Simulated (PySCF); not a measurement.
Job file and geometry (Å, from GFN2-xTB) of an NMR shielding run on `O=C[Si@]1(Cl)C(=C)[SiH2]O1`, C3H5ClO2Si2, GIAO PBE0/pcSseg-1 NMR shielding, non-relativistic, gas phase (PySCF 2.14.0, density-fitted response routines); density fitting, a coarse starting grid and PySCF grid level 2 are the driver's defaults:

```
$ OMP_NUM_THREADS=1 python probes_run.py task.json out

{"job": {"kind": "nmr", "xc": "PBE0", "basis": "pcSseg-1"}, "charge": 0, "multiplicity": 1}
C     -1.144038     1.678338    -0.744323
C     -0.741997     0.482634    -0.349416
Si    -1.503445    -1.059880     0.477269
O      0.039979    -1.699236     0.404593
Si     0.888551    -0.502634    -0.371297
Cl     1.570577    -1.146353    -2.129658
C      2.307755     0.089647     0.771023
O      3.280618     0.681500     0.385283
H     -2.167540     2.001774    -0.623260
H     -0.476700     2.390723    -1.206980
H     -1.870146    -0.935642     1.877197
H     -2.375199    -1.861989    -0.363037
H      2.187198    -0.118396     1.854879
```

**Question.** What does the program print?

**Answer.** 
```
coarse grid: 13408 points
cycle   1  E = -1305.9776835914  dE =  1.295e+00  |g| = 1.072e+00  |ddm| = 3.626e+00
cycle   2  E = -1305.3745175142  dE =  6.032e-01  |g| = 2.058e+00  |ddm| = 2.597e+00
cycle   3  E = -1306.1925967406  dE = -8.181e-01  |g| = 2.041e-01  |ddm| = 1.898e+00
cycle   4  E = -1306.1997197288  dE = -7.123e-03  |g| = 1.086e-01  |ddm| = 2.269e-01
cycle   5  E = -1306.2017258670  dE = -2.006e-03  |g| = 3.682e-02  |ddm| = 1.038e-01
cycle   6  E = -1306.2020107561  dE = -2.849e-04  |g| = 6.902e-03  |ddm| = 4.067e-02
cycle   7  E = -1306.2020211370  dE = -1.038e-05  |g| = 2.230e-03  |ddm| = 8.044e-03
cycle   8  E = -1306.2020223158  dE = -1.179e-06  |g| = 4.841e-04  |ddm| = 2.660e-03
final grid: 118504 points
cycle   9  E = -1306.2672971470  dE = -8.822e-06  |g| = 1.232e-02  |ddm| = 1.944e-02
cycle  10  E = -1306.2672258963  dE =  7.125e-05  |g| = 2.298e-02  |ddm| = 2.374e-02
cycle  11  E = -1306.2673242250  dE = -9.833e-05  |g| = 2.101e-03  |ddm| = 1.583e-02
cycle  12  E = -1306.2673250352  dE = -8.103e-07  |g| = 6.491e-04  |ddm| = 2.035e-03
cycle  13  E = -1306.2673251146  dE = -7.938e-08  |g| = 1.474e-04  |ddm| = 7.135e-04
cycle  14  E = -1306.2673251191  dE = -4.468e-09  |g| = 3.317e-05  |ddm| = 1.568e-04
cycle  15  E = -1306.2673251193  dE = -2.547e-10  |g| = 9.153e-06  |ddm| = 4.162e-05
converged SCF energy = -1306.2673251193

GIAO shielding tensors (ppm)
atom      isotropic    diamagn.    paramagn.     s11        s22        s33       span
  0 C       33.510     253.220    -219.710    -83.751     19.194    165.088    248.838
  1 C       18.214     267.130    -248.916    -52.380      4.117    102.905    155.285
  2 Si     356.745     881.233    -524.488    318.787    328.969    422.480    103.693
  3 O      240.118     398.512    -158.393    151.468    275.806    293.081    141.612
  4 Si     378.016     880.282    -502.266    310.093    369.450    454.505    144.412
  5 Cl     890.656    1148.619    -257.964    775.669    902.786    993.512    217.844
  6 C      -51.499     255.389    -306.888   -147.698    -88.526     81.728    229.427
  7 O     -610.961     396.714   -1007.675  -1679.498   -564.379    410.994   2090.493
  8 H       25.022      29.580      -4.558     21.794     24.621     28.650      6.856
  9 H       25.028      30.852      -5.824     21.482     24.436     29.167      7.685
 10 H       26.012      29.586      -3.574     22.793     24.186     31.058      8.265
 11 H       25.989      29.089      -3.100     23.031     24.059     30.878      7.847
 12 H       19.839      28.645      -8.805     14.962     20.351     24.206      9.244
```

Size and cost of the density-fitted run: 182 basis functions, 65 s wall time on 1 thread of an Arm Neoverse N1, shared host; peak memory 0.76 GiB.
